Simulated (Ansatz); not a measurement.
Compare A (`[CH3][GeH]([OH])[TeH]`) with its isomer B (`OC[Te][GeH3]`).

Calculated with Ansatz (gas phase, PBE0-D4/def2-TZVP geometries, no zero-point term in ΔE). CCSD(T)/CBS is the MP2 limit (def2-TZVPP, def2-QZVPP) plus CCSD(T) − MP2 in def2-TZVPP, frozen cores. DFT in def2-TZVPP. B3LYP here is the variant with VWN-RPA as its local correlation; programs differ in this. Elements past krypton have def2 core potentials. For Ge, Te outer-core shells are correlated without core-valence functions, which leaves a few kJ/mol of doubt a bond. Scalar relativity is left out up to krypton. One conformer a species, not always the lowest.

(1) Which isomer does CCSD(T)/CBS put lower? Give the gap. (An estimate is asked.)

(2) Give E(B) − E(A) in kJ/mol with PBE0-D4, r2SCAN-D4, B2PLYP, MP2/def2-TZVPP, CCSD(T)/def2-TZVPP, B3LYP, ωB97M-V. (Best estimate.)

Largest T1 diagnostic: 0.011.

Answers

(1) Computed: A, by 161.2 kJ/mol.

(2) The calculation gave: PBE0-D4 152.5, r2SCAN-D4 157.7, B2PLYP 161.7, MP2/def2-TZVPP 171.7, CCSD(T)/def2-TZVPP 164.7, B3LYP 154.1, ωB97M-V 160.9. None reverses the order clearly.

From PBE to PBE0 (25 % exact exchange), in def2-TZVPP and without D4, E(B) − E(A) moves by +7.2 kJ/mol.
